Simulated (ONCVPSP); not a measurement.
## Varying the ONCV potential for promethium

Base potential:

* Element: Pm
* Generator: ONCVPSP 4.0.1
* Type: optimised norm-conserving Vanderbilt (ONCV)
* Functional: PBEsol
* Relativity: scalar-relativistic
* Frozen core: [Kr] 4d10
* Valence charge: 15
* Reference configuration: 4f4.5 5s2 5p6 5d0.5 6s2
* Partial waves: 5s+6s: rc 2.05 bohr, ncon 5, nbas 8, qcut 4.7 1/bohr, 2 projectors; 5p: rc 1.90 bohr, ncon 4, nbas 8, qcut 5 1/bohr, 2 projectors, debl 3.3 Ha; 5d: rc 3.10 bohr, ncon 4, nbas 9, qcut 5.5 1/bohr, 2 projectors, debl 1.3 Ha; 4f: rc 1.00 bohr, ncon 4, nbas 9, qcut 19 1/bohr, 2 projectors, debl 3.6 Ha
* Local potential: polynomial inside 0.65 bohr (lpopt 5, dvloc0 3 Ha)
* Core correction: Teter function, fcfact 2.75, rcfact 1.45

All-electron outer shells of the reference configuration (PBEsol, scalar-relativistic, ld1.x):

```tsv
shell	level (eV)	outermost node (bohr)	outermost maximum (bohr)
4d	-125.76	0.29	0.60
5s	-43.55	0.70	1.29
5p	-24.01	0.75	1.46
4f	-4.70	–	0.63
6s	-3.78	1.72	3.63
5d	-2.34	0.85	2.12
```

Cutoffs, loose and tight: the cutoffs (Ha) at which the residual kinetic energy of the hardest occupied pseudo-wave falls to 1 and 0.1 mHa per electron. They do not see the model core or the augmentation charge, which bear on the density cutoff. Test errors are all-electron minus pseudo excitation energies from the reference, over the configurations 4f5 5s2 5p6 5d0 6s2; 4f5 5s2 5p6 5d0 6s1; 4f5 5s2 5p6 5d0 6s0; 4f5 5s2 5p5 5d0 6s2. A dash means not determined; rows that change the core or the reference have their own tests.

A true bound ghost makes a file unfit for plane-wave use even where its test errors are small: the radial tests pick states by their node count and pass the ghost by.

```csv
change,outcome,"cutoff, loose","cutoff, tight",bound ghosts,GHOST(+) flags above zero,largest test error (meV)
base,generated,135 Ha,150 Ha,"s, p","s, d",tests left out (the all-electron energies of this program are off by 10 to 40 meV for near-neutral 4f atoms)
s: qcut 3.3; p: qcut 3.5; d: qcut 3.8; f: qcut 13.2,generated,223 Ha,353 Ha,"s, p, d",s,tests left out (the all-electron energies of this program are off by 10 to 40 meV for near-neutral 4f atoms)
s: qcut 4; p: qcut 4.3; d: qcut 4.7; f: qcut 16.3,generated,115 Ha,126 Ha,"s, p","s, d",tests left out (the all-electron energies of this program are off by 10 to 40 meV for near-neutral 4f atoms)
s: qcut 5.3; p: qcut 5.6; d: qcut 6.2; f: qcut 21.3,generated,154 Ha,174 Ha,"s, p, d",s,tests left out (the all-electron energies of this program are off by 10 to 40 meV for near-neutral 4f atoms)
s: qcut 5.9; p: qcut 6.3; d: qcut 6.9; f: qcut 23.8,"failed: ERROR pspot: first pseudo wave function has node, program will stop",–,–,–,–,–
s: qcut 6.5; p: qcut 6.9; d: qcut 7.6; f: qcut 26.4,"failed: ERROR pspot: first pseudo wave function has node, program will stop",–,–,–,–,–
```
